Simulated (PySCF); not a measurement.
First hyperpolarisability: `[C-]#[N+]C=C=C=CC#C`, C$_{7}$H$_{3}$N

Geometry (Å), atoms numbered from 1 in this order:
```xyz
11

C    -4.482    1.247    0.672
N    -3.562    0.510    0.680
C    -2.520   -0.371    0.694
C    -1.246   -0.004    0.571
C    -0.028    0.310    0.457
C     1.252    0.662    0.335
C     2.331   -0.253    0.350
C     3.277   -1.016    0.359
H    -2.793   -1.425    0.815
H     1.490    1.727    0.216
H     4.109   -1.695    0.368
```

Theory: PySCF, quadratic response CAM-B3LYP/def2-TZVPD first hyperpolarisability, Taylor convention, gas phase. Geometry: PBE0-D3(BJ)/def2-SVP.

Question: What is the first hyperpolarisability, and how does it disperse?

Answer: In au, Taylor convention; the vector part is βᵢ = ⅓ Σⱼ (βᵢⱼⱼ + βⱼᵢⱼ + βⱼⱼᵢ); β∥ is 3/5 of the vector part along the dipole, the dipole points from − to +:
| process | λ (nm) | β vector norm | β∥ | β HRS | depolarisation ratio |
| --- | --- | --- | --- | --- | --- |
| static β(0;0,0) | ∞ | 523.2 | 309.6 | 233.2 | 4.04 |
| second harmonic β(−2ω;ω,ω) | 1907 | 619.3 | 365.5 | 273.9 | 4.13 |
| Pockels β(−ω;ω,0) | 1907 | 552.6 | 326.7 | – | – |
| second harmonic β(−2ω;ω,ω) | 1064 | 953.8 | 558.8 | 415.1 | 4.34 |
| Pockels β(−ω;ω,0) | 1064 | 627.0 | 370.0 | – | – |

Question: Which lowest excitations, dipole and polarisabilities go with it?

Answer: S1 4.08 eV (f = 0.000); S2 4.15 eV (f = 0.936); S3 4.67 eV (f = 0.000); dipole 3.65 D; isotropic α 120.8 au static, 122.1 au at 1907 nm, 125.2 au at 1064 nm, 126.4 au at 953.5 nm, 143.4 au at 532 nm.
